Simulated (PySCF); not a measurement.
**Atomic charges by several schemes**

Compound: C₄H₁₁NOSi₂.
Z-matrix (Å and degrees, GFN2-xTB geometry), rows numbered from 1:
```
N 
C   1  1.2511
C   2  1.5115  1  127.53
O   3  1.4005  2  110.66  1    -4.71
Si  4  1.6178  3  129.52  2   -94.67
C   3  1.5137  2  108.66  1   115.74
C   6  1.5337  3  117.48  2    83.98
Si  7  1.8844  6   66.20  3   113.08
H   1  1.0217  2  113.66  3     1.81
H   2  1.0860  1  117.83  3   177.44
H   3  1.1003  2  108.44  1  -125.73
H   5  1.4676  4  110.24  3   -63.21
H   5  1.4669  4  112.41  3    56.78
H   5  1.4531  4   98.88  3   177.05
H   6  1.0852  3  111.36  2   -52.27
H   7  1.0810  6  115.57  8   114.46
H   7  1.0820  6  115.60  8  -113.16
H   8  1.4497  6  117.97  7  -104.21
H   8  1.4511  6  117.61  7   103.40
```

Density: PBE0/pcSseg-1 (PySCF); schemes: Mulliken, IAO, Hirshfeld and ESP-fitted. One conformer (not necessarily the lowest) at the GFN2-xTB geometry, without solvent, vibrations or thermal averaging.

Q: Tabulate the Mulliken, IAO, Hirshfeld and ESP-fitted charges.

A: In e:

| atom | environment | Mulliken | IAO | Hirshfeld | ESP-fitted |
| --- | --- | --- | --- | --- | --- |
| N1 | imine nitrogen | -0.328 | -0.421 | -0.235 | -0.783 |
| C2 | imine carbon | +0.076 | +0.029 | +0.042 | +0.392 |
| C3 | sp3 carbon bound to oxygen | +0.138 | +0.065 | +0.046 | +0.047 |
| O4 | silyl ether oxygen | -0.631 | -0.640 | -0.213 | -0.501 |
| Si5 | oxygen-bound silicon | +0.665 | +0.864 | +0.378 | +0.542 |
| C6 | sp3 carbon bound to silicon | -0.407 | -0.355 | -0.118 | -0.123 |
| C7 | sp3 carbon bound to silicon | -0.408 | -0.525 | -0.167 | -0.642 |
| Si8 | SiH2 silicon | +0.526 | +0.628 | +0.306 | +0.245 |
| H9 | N–H hydrogen | +0.173 | +0.242 | +0.097 | +0.420 |
| H10 | hydrogen on a C=N carbon | +0.109 | +0.141 | +0.048 | +0.044 |
| H11 | methine hydrogen | +0.096 | +0.119 | +0.041 | +0.104 |
| H12 | Si–H hydrogen | -0.118 | -0.153 | -0.084 | -0.104 |
| H13 | Si–H hydrogen | -0.104 | -0.152 | -0.082 | -0.109 |
| H14 | Si–H hydrogen | -0.105 | -0.126 | -0.074 | -0.090 |
| H15 | methine hydrogen | +0.141 | +0.158 | +0.043 | +0.155 |
| H16 | methylene hydrogen | +0.153 | +0.163 | +0.046 | +0.224 |
| H17 | methylene hydrogen | +0.142 | +0.152 | +0.042 | +0.191 |
| H18 | Si–H hydrogen | -0.058 | -0.092 | -0.057 | -0.018 |
| H19 | Si–H hydrogen | -0.061 | -0.096 | -0.058 | +0.003 |

Mean size of the charges over all atoms: IAO 0.270 e, ESP-fitted 0.249 e, Mulliken 0.234 e, Hirshfeld 0.115 e. Each set sums to the total charge, 0, to within 0.001 e. The IAO scheme counts the electrons in orthogonalised intrinsic atomic orbitals, a minimal basis polarised so that it spans the occupied orbitals exactly.

Lowest charge. The schemes don't all agree: Mulliken O4 (-0.631); IAO O4 (-0.640); Hirshfeld N1 (-0.235); ESP-fitted N1 (-0.783).

Highest charge. All schemes agree: Mulliken Si5 (+0.665); IAO Si5 (+0.864); Hirshfeld Si5 (+0.378); ESP-fitted Si5 (+0.542).

Q: How closely do the schemes follow one another over all atoms?

A: Correlation coefficient and root-mean-square difference: Mulliken with IAO 0.99, 0.071 e; IAO with Hirshfeld 0.98, 0.209 e; Mulliken with Hirshfeld 0.96, 0.164 e; IAO with ESP-fitted 0.85, 0.188 e; Hirshfeld with ESP-fitted 0.85, 0.223 e; Mulliken with ESP-fitted 0.84, 0.184 e.

Q: Sum the charges by element, for elements with more than one atom.

A: 
```tsv
element	atoms	Mulliken	IAO	Hirshfeld	ESP-fitted
C	4	-0.600	-0.786	-0.196	-0.324
Si	2	+1.191	+1.492	+0.684	+0.787
H	11	+0.368	+0.356	-0.040	+0.821
```
